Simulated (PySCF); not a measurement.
PySCF input for TeCl, SMILES [Te]Cl, multiplicity 2, PBE-D3(BJ)/def2-TZVP. Geometry optimised at PBE-D3(BJ)/def2-TZVP. The spin state was assumed, not searched. The def2 effective core potentials stand for the cores of Te; spin–orbit coupling is left out.

```python
import numpy as np
from pyscf import gto, scf, dft, df
from pyscf.hessian import thermo

mol = gto.M(
    atom='''
    Te    0.00000000    0.00000000   -0.57542033
    Cl    0.00000000    0.00000000    1.76010926
    ''',
    basis='def2-TZVP',
    ecp={'Te': 'def2-tzvp'},
    charge=0,
    spin=1,
    max_memory=1600,
    verbose=3,
)
mf = dft.UKS(mol, xc='pbe').density_fit(auxbasis='def2-universal-jkfit')
mf.disp = 'd3bj'
mf.grids.level = 3
mf.conv_tol = 1e-11
mf.max_cycle = 100
mf.kernel()
fine, coarse = mf.grids, dft.Grids(mol).set(level=1).build(with_non0tab=True)
for _ in range(3):  # follow internal instabilities
    mf.grids = coarse
    mo, _, stable, _ = mf.stability(return_status=True, nroots=4)
    mf.grids = fine
    if stable:
        break
    mf.kernel(mf.make_rdm1(mo, mf.mo_occ))

# [left out here: the lines that compute and print the analytic Hessian (its translational invariance restored by hand, since the grid's response is missing), thermochemistry and intensities]
```

It prints:

```

WARN: HOMO -0.645885588179243 >= LUMO -0.6458855881792

converged SCF energy = -728.044861567681  <S^2> = 0.75225731  2S+1 = 2.002256
<class 'pyscf.df.df_jk.DFUKS'> wavefunction is stable in the internal stability analysis

WARN: DFTD3 does not support analytical Hessian, using finite difference


WARN: Mole.unit (angstrom) is changed to Bohr

Mode                                 0
Irrep
Freq [cm^-1]                      374.1264
Reduced mass [au]                  42.0529
Force const [Dyne/A]                3.4680
Char temp [K]                     538.2846
Normal mode                   x     y     z
       0  Te                 0.00 -0.00  0.04
       1  Cl                 0.00 -0.00 -0.15
temperature 298.1500 [K]
pressure 101325.00 [Pa]
Rotational constants [GHz] inf 3.33965 3.33965
Symmetry number 1
Zero-point energy (ZPE) 0.00085 [Eh]   2237.773 [J/mol]
                           tot       elec      trans        rot        vib
Entropy [J/mol/K]       253.397      5.763    172.277     70.909      4.447
Cv [J/mol/K]             27.168      0.000     12.472      8.314      6.381
Cp [J/mol/K]             35.482      0.000     20.786      8.314      6.381
Internal energy [J/mol]                      3718.434   2478.956   3118.353
Internal energy [Eh]   -728.04131  -728.04486
Enthalpy [J/mol]                             6197.391   2478.956   3118.353
Enthalpy [Eh]          -728.04037
Gibbs free energy [J/mol]                  -45167.092 -18662.682   1792.521
Gibbs free energy [Eh] -728.06914
mode   freq/cm-1   IR/(km/mol)
   1      374.13        20.799
max |gradient| / (hartree/bohr): 2.4154368085169996e-05
APT charges: [ 0.3339 -0.3339]
```

The calculation finished and met its thresholds.
